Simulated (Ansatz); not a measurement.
Cost and result for the atomization energy of C2H6O2Si (`C1OC[SiH2]O1`) (11 atoms, 11 bonds).

```xyz
11

C    -1.270    0.653   -0.016
O    -0.975   -0.469   -0.800
C     0.441   -0.645   -0.880
Si    0.946   -0.157    0.879
O    -0.472    0.663    1.146
H    -2.322    0.582    0.265
H    -1.086    1.579   -0.582
H     0.876    0.016   -1.644
H     0.629   -1.678   -1.171
H     1.103   -1.279    1.837
H     2.131    0.734    0.966
```

Charge 0, multiplicity 1. The geometry is a stationary point of PBE0-D4/def2-TZVP. Program: Ansatz. All runs use 4 threads of a server CPU on a shared host. Times are those of one run each, without the atoms' runs, and a repeat can differ threefold. Electronic energies, without spin–orbit coupling; frozen cores. CCSD(T)/CBS adds CCSD(T) − MP2 in def2-TZVPP to the MP2 limit, and its time is that of the two runs behind it. T1 = 0.013.

CCSD(T)/CBS is a level of theory with its own doubt, some kJ/mol a heavy atom from the limit and from the frozen cores, so smaller differences don't rank the functionals.

```csv
level,functions,wall time
LDA (SPW92)/def2-TZVPP,250,1.3 s
revPBE-D4/def2-TZVPP,250,1.6 s
PBE0-D4/def2-TZVPP,250,1.8 s
CAM-B3LYP-D4/def2-TZVPP,250,2.1 s
B2PLYP/def2-TZVPP,250,2.9 s
CCSD(T)/def2-SVP,104,2.9 s
r2SCAN-D4/def2-TZVPP (with forces),250,3 s
ωB97X-V/def2-TZVPP,250,3.5 s
PBE-QIDH/def2-TZVPP,250,3.8 s
B97M-V/def2-TZVPP,250,4.4 s
MP2/def2-QZVPP,478,15 s
CCSD(T)/def2-TZVPP,250,40 s
CCSD(T)/CBS(def2),–,55 s
```

Task: What atomization energy does each give, and how far from CCSD(T)/CBS? (Estimate.)

Result: Computed: 
```
                             level  atomization (kcal/mol)  difference from CCSD(T)/CBS  per bond
            LDA (SPW92)/def2-TZVPP                  1166.9                        157.2      14.3
              revPBE-D4/def2-TZVPP                  1001.8                         -7.9      -0.7
                PBE0-D4/def2-TZVPP                  1007.8                         -1.9      -0.2
           CAM-B3LYP-D4/def2-TZVPP                  1013.2                          3.5       0.3
                 B2PLYP/def2-TZVPP                   996.4                        -13.3      -1.2
                  CCSD(T)/def2-SVP                   947.9                        -61.8      -5.6
r2SCAN-D4/def2-TZVPP (with forces)                  1011.0                          1.3       0.1
                ωB97X-V/def2-TZVPP                  1013.5                          3.8       0.3
               PBE-QIDH/def2-TZVPP                  1001.0                         -8.7      -0.8
                 B97M-V/def2-TZVPP                  1008.0                         -1.7      -0.1
                    MP2/def2-QZVPP                  1018.5                          8.8       0.8
                CCSD(T)/def2-TZVPP                   982.0                        -27.7      -2.5
                 CCSD(T)/CBS(def2)                  1009.7                          0.0       0.0
```

Leaving LDA and LC-ωPBE aside and taking each functional with its dispersion term where it has one, the values, not all of them listed here, spread over 55.7 kcal/mol, from BHLYP-D4 to PBE-D4. LDA lies +143.5 kcal/mol from PBE without D4, its usual overbinding. In def2-TZVPP, CCSD(T) changes the Hartree–Fock value by +263.3 kcal/mol (the triples alone add +15.9 kcal/mol) and MP2 by +283.3 kcal/mol; breaking electron pairs costs correlation energy, which Hartree–Fock lacks. From r2SCAN to r2SCAN0 (25 % exact exchange), in def2-TZVPP and without D4, the atomization energy moves by −18.6 kcal/mol: exact exchange takes away binding that semilocal exchange gives to molecules.
